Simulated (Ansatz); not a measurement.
Coupled-cluster diagnostics for GeO3H2, Ansatz.

Geometry of the singlet (PBE-D4/def2-SVP):

```csv
atom,x (Å),y (Å),z (Å)
Ge1,-0.7746,-0.4633,-0.5699
O2,-2.2014,-0.2906,-1.3754
O3,1.0841,0.4101,1.1127
O4,-0.0781,0.9225,0.3951
H5,1.7546,1.0622,0.8153
H6,0.2154,-1.6410,-0.3778
```

Correlated methods freeze 12 core orbitals; core or outer-core shells of Ge are correlated, in sets that lack core-valence functions. The structure holds 1 bond(s) between oxygen atoms. Another isomer (singlet) lies 0.93 eV lower at PBE0-D4/def2-TZVP; other spin states weren't run for this one.

Task: Estimate the CCSD(T) correlation energy, the shares of MP2 and (T), T1 and the reference's ⟨S²⟩ for: charge 0, singlet, own geometry in def2-TZVPP; and the rough time on 4 threads of Arm Neoverse V2 on a shared host.

Result: 
```csv
state,basis,correlation (eV),MP2 share (%),(T) share (%),T1,⟨S²⟩ (pure),wall time,remarks
"charge 0, singlet, own geometry",def2-TZVPP,-27.652,96.4,4.3,0.021,0.00 (0.00),36 s,large T1 (0.021)
```
Customary marks for T1 are 0.02 (closed shells), 0.045 (open shells) and about 0.05 (3d metals). T1 exceeds 0.02 in 1 of 1 rows and 0.045 in 0; the higher it lies, the less the single-reference result can be trusted.
